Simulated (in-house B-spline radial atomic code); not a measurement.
**Two electrons outside the [Xe] 4f14 core: neutral ytterbium**

Computed with an all-electron radial atomic-structure program (B-spline basis): configuration interaction (CI) of the two valence electrons in the field of the frozen Dirac-Fock core, alone and with many-body perturbation theory for the core (screened one- and two-electron correlation potentials), Breit and QED terms; no-pair Dirac Hamiltonian, finite nucleus. Labels give the configuration (outer n counted up each series) and the leading LS term, or the jj pair where no LS term holds 70 %.

The lowest nd levels tend to come out too strongly bound in this method, by some 0.05 to 0.2 eV for each d electron where measurements exist, which shifts their lines and rates.

An outer d¹⁰ or f¹⁴ shell is a soft core near neutrality, so levels are a few per cent off.

Excitation energies (cm⁻¹):

```json
{"level": "6s2 1S0", "purity of the LS term": "1.0", "CI alone": "0", "CI + MBPT + Breit + QED": "0", "Landé g of the LS mixture": "-", "measured (NIST)": "0"}
{"level": "6s6p 3P°0", "purity of the LS term": "1.0", "CI alone": "14044", "CI + MBPT + Breit + QED": "16777", "Landé g of the LS mixture": "-", "measured (NIST)": "17288"}
{"level": "6s6p 3P°1", "purity of the LS term": "0.986", "CI alone": "14687", "CI + MBPT + Breit + QED": "17481", "Landé g of the LS mixture": "1.49", "measured (NIST)": "17992"}
{"level": "6s6p 3P°2", "purity of the LS term": "1.0", "CI alone": "16149", "CI + MBPT + Breit + QED": "19187", "Landé g of the LS mixture": "1.50", "measured (NIST)": "19710"}
{"level": "5d6s 3D1", "purity of the LS term": "1.0", "CI alone": "25463", "CI + MBPT + Breit + QED": "23873", "Landé g of the LS mixture": "0.50", "measured (NIST)": "24489"}
{"level": "5d6s 3D2", "purity of the LS term": "0.985", "CI alone": "25480", "CI + MBPT + Breit + QED": "24065", "Landé g of the LS mixture": "1.16", "measured (NIST)": "24752"}
{"level": "5d6s 3D3", "purity of the LS term": "1.0", "CI alone": "?", "CI + MBPT + Breit + QED": "?", "Landé g of the LS mixture": "?", "measured (NIST)": "?"}
{"level": "6s6p 1P°1", "purity of the LS term": "0.986", "CI alone": "23890", "CI + MBPT + Breit + QED": "25480", "Landé g of the LS mixture": "1.01", "measured (NIST)": "25068"}
{"level": "5d6s 1D2", "purity of the LS term": "0.984", "CI alone": "25881", "CI + MBPT + Breit + QED": "26716", "Landé g of the LS mixture": "1.00", "measured (NIST)": "27678"}
{"level": "6s7s 3S1", "purity of the LS term": "1.0", "CI alone": "29646", "CI + MBPT + Breit + QED": "32232", "Landé g of the LS mixture": "2.00", "measured (NIST)": "32695"}
{"level": "6s7s 1S0", "purity of the LS term": "1.0", "CI alone": "31359", "CI + MBPT + Breit + QED": "33872", "Landé g of the LS mixture": "-", "measured (NIST)": "34351"}
{"level": "6s7p 3P°0", "purity of the LS term": "1.0", "CI alone": "?", "CI + MBPT + Breit + QED": "?", "Landé g of the LS mixture": "?", "measured (NIST)": "?"}
```

Where does 5d6s 3D3 lie?

25557 cm⁻¹ in CI alone and 24464 cm⁻¹ with all corrections; g = 1.33; measured 25271 cm⁻¹.

Where does 6s7p 3P°0 lie?

34664 cm⁻¹ in CI alone and 37536 cm⁻¹ with all corrections; measured 38091 cm⁻¹.

What is the first ionisation energy?

6.1736 eV to the 6s1/2 state of the next ion (5.8116 eV from CI alone). NIST lists 6.25416 ± 1.2e-05 eV (measured).

Some electric-dipole lines (reduced elements in atomic units, length form; vacuum wavelengths from the computed energies):

```csv
upper,lower,D bare (size),D with core polarisation (size),λ (nm),A (s⁻¹)
6s6p 3P°1,6s2 1S0,0.579,0.524,572.06,9.9e+05
5d6s 3D1,6s6p 3P°0,3.08,2.89,1409.3,2e+06
5d6s 3D1,6s6p 3P°1,2.68,2.51,1564.5,1.1e+06
5d6s 3D2,6s6p 3P°1,4.61,4.34,1518.8,2.2e+06
6s6p 1P°1,6s2 1S0,5.19,4.85,392.47,2.6e+08
5d6s 1D2,6s6p 3P°1,0.446,0.429,1082.8,5.9e+04
6s7s 3S1,6s6p 3P°0,1.91,1.95,647.05,9.4e+06
6s7s 3S1,6s6p 3P°1,3.41,3.46,677.92,2.6e+07
6s7s 1S0,6s6p 3P°1,0.198,0.208,610.09,3.8e+05
```

Weak lines are less accurate than strong ones.
